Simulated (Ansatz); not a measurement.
A nudged elastic band was laid between two geometries of C$_{2}$H$_{10}$FNSi$_{2}$ (16 atoms, charge 0, multiplicity 1).

All numbers below come from RKS B3LYP-D4/def2-SVP (Ansatz 0.2.0).

```
movable images  : 9
climbing image  : yes
spring          : 5.0 eV/Å²
optimiser       : quadratic models (default)
start path      : IDPP
force threshold : 0.05 eV/Å
iteration limit : 27
end points      : relaxed
```

First end point:

```xyz
16
Properties=species:S:1:pos:R:3
C -0.204 -1.497 0.111
C 0.562 -0.182 0.113
F 1.364 -0.196 1.302
Si 1.844 -0.039 -1.312
N -0.307 0.945 0.119
Si -1.857 1.090 0.935
H -0.839 -1.585 -0.782
H 0.494 -2.346 0.140
H -0.840 -1.569 1.010
H 2.459 1.318 -1.229
H 2.896 -1.084 -1.171
H 1.165 -0.193 -2.632
H 0.182 1.827 -0.013
H -1.831 0.720 2.382
H -2.224 2.527 0.798
H -2.887 0.242 0.271
```

Last end point:

```xyz
16
Properties=species:S:1:pos:R:3
C -0.415 -1.403 -0.395
C 0.515 -0.292 0.069
F 1.188 -0.802 1.230
Si 1.941 0.082 -1.165
N -0.192 0.898 0.395
Si -1.771 1.020 1.159
H -0.962 -1.107 -1.302
H 0.157 -2.318 -0.604
H -1.144 -1.647 0.396
H 2.722 1.227 -0.614
H 2.823 -1.109 -1.313
H 1.386 0.458 -2.497
H 0.420 1.692 0.571
H -1.925 2.465 1.483
H -2.850 0.599 0.221
H -1.915 0.214 2.409
```

Task: What changes between the two ends?

Result: No bond is made or broken. The dihedral H13–N5–Si6–H16 goes from 137 to -101°. The two ends are copies of one structure, up to a mirror image or an exchange of like atoms.

Task: What energy profile does the band end with?

Result: The run converged. The highest image is number 5 of 0 to 10, 6.9 kJ/mol above the ends, which have the same energy within 2 meV. A vibrational analysis at the climbing image gives one clearly imaginary mode, 120i cm⁻¹: a first-order saddle point.

```tsv
image	path coordinate (Å)	energy (kJ/mol)	dihedral H13–N5–Si6–H16 (°)
0	0.00	0.0	137
1	0.57	0.8	147
2	1.14	2.5	159
3	1.72	4.3	171
4	2.29	6.1	-174
5	2.87	6.9	-158
6	3.30	6.4	-147
7	3.72	4.7	-135
8	4.14	2.5	-123
9	4.56	0.7	-112
10	4.98	0.0	-101
```

Task: What is the geometry of the highest image?

Result: 
```xyz
16
Properties=species:S:1:pos:R:3
C -0.356 -1.471 -0.432
C 0.461 -0.281 0.051
F 1.048 -0.689 1.299
Si 1.980 0.079 -1.073
N -0.313 0.900 0.232
Si -1.804 1.072 1.157
H -0.837 -1.244 -1.396
H 0.288 -2.354 -0.554
H -1.136 -1.728 0.301
H 2.650 1.306 -0.550
H 2.920 -1.073 -1.039
H 1.541 0.318 -2.479
H 0.262 1.740 0.258
H -1.562 1.873 2.394
H -2.831 1.795 0.351
H -2.333 -0.266 1.523
```

Task: What are the harmonic wavenumbers there?

Result: 120i, 58, 152, 167, 200, 234, 263, 352, 399, 427, 523, 595, 638, 653, 714, 754, 799, 851, 926, 937, 946, 956, 966, 983, 1001, 1079, 1159, 1253, 1390, 1434, 1460, 1470, 2209, 2219, 2222, 2228, 2247, 2262, 3046, 3132, 3140, 3542 cm⁻¹.

The band took 12 iterations and of the order of 12 core-minutes.

The run took 6.1 min on 2 threads of Intel(R) Xeon(R) 6975P-C (Granite Rapids), on a shared host, peak memory 0.47 GiB.
